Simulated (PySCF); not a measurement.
H5P, SMILES [H][P@TB7]([H])([H])([H])[H]. Geometry optimised at PBE0-D3(BJ)/def2-TZVPD.

PySCF 2.14.0 with TDDFT-PBE/def2-TZVPD puts the lowest singlet excitations at 4.27, 5.05, 5.05, 6.76, 6.76, 6.81 eV and the lowest triplet (TDA) at 3.71 eV.

Task: What are the lowest singlet roots from PySCF with EOM-CCSD/aug-cc-pVDZ? (Estimate from the structure and the level; the computed values follow.)

Result: 4.60, 5.61, 5.61, 6.26, 6.32, 6.32 eV; triplets 4.09, 5.16, 5.16 eV. S1 differs by 0.33 eV (second minus first; roots are paired by order, and the bases may differ).
